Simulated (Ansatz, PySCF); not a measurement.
This Ansatz (a quantum-chemistry and plane-wave program) input computes a CAM-B3LYP/def2-TZVPD energy:

Ansatz 0.2 input:
```yaml
crystal:
  periodic: [false, false, false]
  atoms:
    - {symbol: Se, position_ang: [0.18675409, -0.10892670, 0.29877259]}
    - {symbol: F, position_ang: [0.34359092, 1.28005317, -0.63785983]}
    - {symbol: F, position_ang: [-0.95744674, -0.92329429, -0.62791672]}
    - {symbol: H, position_ang: [-0.82493681, 0.49267803, 1.23372097]}
basis:
  gaussian:
    orbitals: def2-TZVPD
hamiltonian:
  xc: {name: CAM-B3LYP}
total_charge: 1
output: {forces: true}
```

### Question
Write an input for the same energy in PySCF and say what it gives.

### Answer

```python
from pyscf import gto, scf, dft

mol = gto.M(
    atom='''
    Se    0.18675409   -0.10892670    0.29877259
    F     0.34359092    1.28005317   -0.63785983
    F    -0.95744674   -0.92329429   -0.62791672
    H    -0.82493681    0.49267803    1.23372097
    ''',
    basis='def2-tzvpd',
    charge=1,
    spin=0,
    verbose=4,
)

mf = dft.RKS(mol, xc='camb3lyp').density_fit(auxbasis='def2-universal-jkfit')
mf.grids.level = 3
mf.conv_tol = 1e-9
mf.max_cycle = 100
mf.max_memory = 1500
mf.kernel()
if not mf.converged:
    mf = mf.newton()
    mf.kernel(mf.make_rdm1())
mf.analyze()
```
It gives -2601.63133 Eh, and Ansatz -2601.63127 Eh, a difference of 0.06 mEh, from the treatment of integrals and grids.

It need not be the lowest isomer of its formula.
